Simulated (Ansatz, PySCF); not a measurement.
Caution: the highest occupied level lies above zero, so the state may not be bound. This triplet is an excited state, 1.08 eV above the relaxed singlet at the level composite: frozen-core CCSD(T) with HF/aug-cc-pVQZ and the correlation energy extrapolated as X^-3 from aug-cc-pVTZ and aug-cc-pVQZ, plus CCSDT(Q) minus CCSD(T) in aug-cc-pVDZ // B3LYP-D3(BJ)/def2-TZVPD (Ansatz, a program for electronic structure).

B3LYP has the VWN-RPA correlation part, as in Gaussian. 

## HAlF, SMILES `[F][AlH-]` (excited triplet) (charge -1, multiplicity 3)

Method: B3LYP-D3(BJ)/def2-TZVPD run with PySCF 2.14.0.

The highest occupied spin orbital is 1.96 eV and the total energy is -342.9748 Ha. The cost is very roughly 17 core-seconds.

Bonds (Å): F1–Al2 1.729, Al2–H3 1.623. Angles (°): F1–Al2–H3 114.4.
Charge -1, spin multiplicity 3.
